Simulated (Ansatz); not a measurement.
Computed with Ansatz on PBE0-D4/def2-TZVP structures; ΔE is electronic, products minus reactants. CCSD(T)/CBS adds triple-zeta CCSD(T) − MP2 to the extrapolated MP2 energy (def2 sets, frozen cores). This one scheme is used for every species, atoms too. Functionals use def2-TZVPP. HSE06 is defined as in plane-wave codes. Open shells (•) are unrestricted, without spin–orbit coupling. def2 core potentials past Kr. Bonds to In are less sure, by a few kJ/mol each and by 10 to 20 or more in all where they break to atoms, as the def2 sets lack core-valence functions. Each species was taken in one conformer, which may not be the lowest.

`[OH][InH][Cl]` + H• → `[O][InH][Cl]`• + H₂  (hydrogen abstraction from the O–H bond)

`[OH][InH][Cl]`:

```xyz
5

O    -0.289   -1.436    0.371
In    0.198    0.252   -0.515
Cl   -0.077    2.033    0.968
H    -0.569   -1.292    1.279
H     0.737    0.442   -2.103
```

`[O][InH][Cl]`•:

Cartesian coordinates in Å:
```
O 1.667 -0.834 0.564
In -0.047 0.108 0.181
Cl -0.716 -0.389 -1.980
H -0.904 1.114 1.235
```

H₂:

Z-matrix (Å, degrees):
```
H
H 1 0.746
```

| level | ΔE (kJ/mol) | difference from CCSD(T)/CBS |
| --- | --- | --- |
| PBE-D4 | 68.2 | -0.1 |
| BLYP-D4 | 41.7 | -26.6 |
| r2SCAN0-D4 | 45.7 | -22.6 |
| BHLYP-D4 | 33.4 | -34.9 |
| ωB97M-V | 60.0 | -8.3 |
| PBE-QIDH | 73.4 | 5.1 |
| r2SCANh | 48.1 | -20.2 |
| HSE06 | 62.8 | -5.5 |
| HF/def2-SVP | 18.9 | -49.4 |
| MP2/def2-SVP | 95.6 | 27.3 |
| HF/def2-TZVPP | 13.7 | -54.6 |
| CCSD/def2-TZVPP | 52.8 | -15.5 |
| CCSD(T)/def2-TZVPP | 59.5 | -8.8 |
| HF/def2-QZVPP | 13.5 | -54.8 |
| HF/CBS(def2) | 13.5 | -54.8 |
| MP2/CBS(def2) | 111.8 | 43.5 |
| CCSD(T)/CBS | 68.3 | 0 |

Largest T1 diagnostic among the species: 0.017.

In def2-TZVPP, CCSD(T) changes the Hartree–Fock value by +45.9 kJ/mol (the triples alone add +6.8 kJ/mol) and MP2 by +89.4 kJ/mol. Leaving LDA and LC-ωPBE aside and taking each functional with its dispersion term where it has one, the values spread over 40.0 kJ/mol, from BHLYP-D4 to PBE-QIDH. LDA lies +37.3 kJ/mol from PBE without D4.
